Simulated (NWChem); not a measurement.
System: C3H8N, doublet; SMILES C[C](C)N

Input file for NWChem:

```
start job
memory heap 200 mb stack 900 mb global 1100 mb
geometry units angstroms noautoz
  C     -0.686745     1.308163     0.002577
  C      0.015890     0.000012     0.165248
  C     -0.694346    -1.304033     0.002590
  N      1.416429    -0.004088     0.008838
  H     -1.697219     1.268637     0.424575
  H     -0.794604     1.620070    -1.056775
  H     -0.148546     2.118898     0.514130
  H     -1.704619    -1.258577     0.424469
  H     -0.160936    -2.117852     0.514261
  H     -0.803897    -1.615374    -1.056753
  H      1.795809    -0.837752    -0.430405
  H      1.800705     0.827480    -0.430114
end
basis spherical
  * library 6-31g*
end
dft
  odft
  mult 2
  xc r2scan0
  iterations 150
  mulliken
end
task dft energy
```

Structure relaxed at the B3LYP/6-31G* (spherical d), spin-unrestricted level. No stability test was run on the SCF state.

What results follow from this input? (r2SCAN0/6-31G* (spherical d), spin-unrestricted.) Quantities: energy (Ha); highest occupied level (eV); lowest empty minus highest occupied level, either spin (eV); dipole (D); <S²>.


```yaml
energy (Ha): -173.70
highest occupied level (eV): -3.89
lowest empty minus highest occupied level, either spin (eV): 4.94
dipole (D): 1.43
"<S²>": 0.757
```
